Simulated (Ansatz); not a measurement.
Harmonic frequencies (cm⁻¹) at PBE0-D4/def2-TZVP from Ansatz: 58, 94, 165, 303, 400, 521, 624, 629, 683, 911, 924, 936, 961, 1101, 1195, 1322, 1395, 1486, 2193, 2218, 2254, 3035, 3140, 3846.

Each molecule was computed in one conformer, which needn't be the lowest.

Question: Which molecule is it?
A. `OCS[SiH3]`
B. `OC([SiH3])S`
C. `OC[SiH2]S`
D. `[SiH3]OCS`

Answer: A.
